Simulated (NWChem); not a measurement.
System: tetramethylsilane (C4H12Si); SMILES C[Si](C)(C)C

NWChem input:

```
start job
memory heap 200 mb stack 700 mb global 900 mb
geometry units angstroms noautosym nocenter noautoz
  C     -0.998897    -1.069042    -1.206892
  Si    -0.000257     0.000190    -0.000155
  C     -1.179673     0.839012     1.225365
  C      1.224228    -1.093636     0.949203
  C      0.952873     1.323764    -0.967828
  H     -1.564358    -1.846383    -0.678172
  H     -0.346016    -1.571336    -1.931365
  H     -1.718706    -0.466210    -1.774293
  H     -0.634248     1.467661     1.940054
  H     -1.747652     0.099388     1.803123
  H     -1.904079     1.480305     0.708184
  H      0.704460    -1.872696     1.520569
  H      1.923689    -1.595048     0.268896
  H      1.819021    -0.505647     1.659072
  H      1.645439     0.871843    -1.688682
  H      0.272407     1.976148    -1.528931
  H      1.543436     1.961265    -0.298312
end
basis spherical
  * library pcsseg-1
end
dft
  xc bhlyp
  iterations 150
end
property
  shielding 3 1 2 6
end
task dft property
```

Coordinates come from a B3LYP/6-31G* (spherical d) optimisation. No frequency run checked for a minimum.

GIAO values for the isolated, static molecule; σ is the absolute isotropic shielding.

Atoms are numbered as in the input.

Task: Predict the main results of this run. (BHandHLYP/pcSseg-1, GIAO.) Quantities: σ C1 (ppm); σ Si2 (ppm); σ H6 (ppm).

Result: 
```json
{
 "σ C1 (ppm)": "184.8",
 "σ Si2 (ppm)": "357.6",
 "σ H6 (ppm)": "31.57"
}
```
